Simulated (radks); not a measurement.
Valence configurations of Mn IV (all share [Ar]). Calculated with a radial shooting solver on a logarithmic mesh with Libxc functionals: scalar-relativistic Kohn-Sham, SCAN, spin-polarised, spherical densities, finite nucleus; open shells are filled with parallel spins first; meta-GGA in the generalised Kohn-Sham scheme; Fermi nuclear charge, rms radius 3.7057 fm. Energies are relative to 3d4; eigenvalues in eV for spin up.

valence          E (eV)  moment (Bohr magnetons)    e(3d)    e(4p)    e(4s)
3d4               0.000                        4  -43.122        -        -
3d3 4p1          22.090                        4  -51.275  -26.988        -
3d2 4p2          49.048                        4  -59.639  -29.966        -
3d3.5 4s0.5       6.924                        4  -46.670        -  -32.183
3d1.5 4s0.5 4p2  60.409                        4  -63.393  -31.234  -39.560
3d3 4s0.5 4p0.5  18.361                        4  -50.765  -26.761  -34.306
3d2.5 4s0.5 4p1  31.034                        4  -54.942  -28.255  -35.973

NIST lists [Ar] 3d4 as the ground configuration; this level of theory agrees among the configurations tried. The energies are those of spherical high-spin densities, not of single terms. No valid solution was reached for [Ar] 3d3 4s1; [Ar] 3d2.5 4s1.5; [Ar] 3d2 4s2.
